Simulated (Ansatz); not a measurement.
Correlation energies of C4H16BNSi2 (`BN([SiH](C)C)[SiH](C)C`) by basis set

Z-matrix (Å, degrees):
```
Si
C 1 1.868
N 1 1.767 2 110.7
C 1 1.866 2 110.6 3 -121.9
H 1 1.487 2 108.7 3 117.9
H 2 1.093 1 112.8 3 62.8
H 2 1.094 1 108.9 3 -177.8
H 2 1.092 1 111.5 3 -58.9
Si 3 1.760 1 122.0 2 -24.0
B 3 1.406 1 115.6 2 160.5
H 4 1.093 1 111.1 2 60.8
H 4 1.093 1 110.6 2 -179.2
H 4 1.093 1 110.9 2 -59.4
C 9 1.869 3 109.5 1 -63.4
C 9 1.862 3 111.9 1 173.8
H 9 1.491 3 107.7 1 54.4
H 10 1.199 3 121.4 1 177.8
H 10 1.203 3 119.4 1 -1.9
H 14 1.093 9 110.6 3 177.8
H 14 1.093 9 112.1 3 57.8
H 14 1.093 9 110.5 3 -62.6
H 15 1.092 9 112.0 3 65.1
H 15 1.092 9 111.7 3 -56.2
H 15 1.094 9 108.7 3 -175.4
```

The species carries charge 0 and has multiplicity 1. The structure was optimised at the PBE0-D4/def2-TZVP level. It is one conformer, not always the lowest. Frozen core, restricted reference, Ansatz. CBS rows extrapolate triple and quadruple zeta; past MP2 they add the triple-zeta difference.

| basis | HF (Eh) | MP2 corr. |
| --- | --- | --- |
| def2-SVP | -817.55557 | -1.03509 |
| def2-TZVPP | -818.03379 | -1.27845 |
| def2-QZVPP | -818.06388 | -1.36214 |

**Question.** Estimate the CCSD correlation energy and the (T) correction in each basis where they were run (hartree).

**Answer.** 
| basis | CCSD corr. | (T) |
| --- | --- | --- |
| def2-SVP | -1.14384 | -0.03398 |
| def2-TZVPP | -1.37287 | -0.05422 |
| CBS(def2) | -1.51854 | as TZ |
